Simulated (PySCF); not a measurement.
Excitation energy of F²⁺ by level of theory

F²⁺ [He] 2s2 2p3 (4S) → F²⁺ [He] 2s1 2p4 (4P), as a difference of total energies. All numbers are calculated (PySCF 2.14, scalar relativity by spin-free X2C-1e, in dyall-acv3z (15s9p4d2f, 76 functions)). Correlated levels: valence and next inner shell: nothing frozen; virtual orbitals above 40 to 60 times the deepest correlated orbital energy dropped. The calculations carry no spin-orbit coupling.

```
                                method  excitation energy (eV)
                                   UHF                  18.914
    MP2 (valence and next inner shell)                  18.978
SCS-MP2 (valence and next inner shell)                  19.012
   CCSD (valence and next inner shell)                  18.943
CCSD(T) (valence and next inner shell)                  18.935
```

How much does correlation contribute at CCSD(T) (valence and next inner shell)?

18.935 − (18.914) = 0.021 eV, measured against UHF.

A first-order spin-orbit estimate (lowest level to lowest level, LS coupling) adds -0.023 eV.
